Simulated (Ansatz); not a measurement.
**Ligand exchange: InH(CH3)Cl + CHBrClF → InH2(CH3) + CBrCl2F**

Gas-phase species: InH(CH3)Cl, singlet; CHBrClF (bromochlorofluoromethane) `FC(Cl)Br`, singlet; InH2(CH3), singlet; CBrCl2F (bromodichlorofluoromethane) `FC(Cl)(Cl)Br`, singlet. The partners trade Cl for H: In–Cl and C–H bonds give way to In–H and C–Cl.

Shapes, held fixed at every level: PBE0-D4/def2-TZVP. Programs: Ansatz 0.2.0. Electronic energies: no zero-point or thermal term.

```json
{"level": "HF/def2-SVP", "kind": "Hartree–Fock", "ΔE (kJ/mol)": "+263.0", "less CCSD(T)/def2-TZVPP": "+35.3"}
{"level": "HF/def2-TZVPP", "kind": "Hartree–Fock", "ΔE (kJ/mol)": "+260.3", "less CCSD(T)/def2-TZVPP": "+32.6"}
{"level": "PBE0-D4/def2-TZVPP", "kind": "global hybrid", "ΔE (kJ/mol)": "+224.9", "less CCSD(T)/def2-TZVPP": "-2.8"}
{"level": "wB97X-V/def2-TZVPP", "kind": "range-separated hybrid", "ΔE (kJ/mol)": "+224.6", "less CCSD(T)/def2-TZVPP": "-3.1"}
{"level": "MP2/def2-SVP", "kind": "perturbation theory", "ΔE (kJ/mol)": "+222.5", "less CCSD(T)/def2-TZVPP": "-5.2"}
{"level": "CCSD(T)/def2-SVP", "kind": "coupled cluster or CI", "ΔE (kJ/mol)": "+221.2", "less CCSD(T)/def2-TZVPP": "-6.5"}
{"level": "CCSD/def2-TZVPP", "kind": "coupled cluster or CI", "ΔE (kJ/mol)": "+233.2", "less CCSD(T)/def2-TZVPP": "+5.5"}
{"level": "CCSD(T)/def2-TZVPP", "kind": "coupled cluster or CI", "ΔE (kJ/mol)": "+227.7", "less CCSD(T)/def2-TZVPP": "0.0"}
```

The highest level, CCSD(T)/def2-TZVPP, gives ΔE = +227.7 kJ/mol; the levels span +221.2 to +263.0. The column of differences is taken from that level and isn't an error. No measured value is set beside it here. For atoms past krypton def2 sets carry core potentials with scalar relativity. Relativity is left out for Br. Outer-core shells of Br, In are correlated, in sets that cover them unevenly.
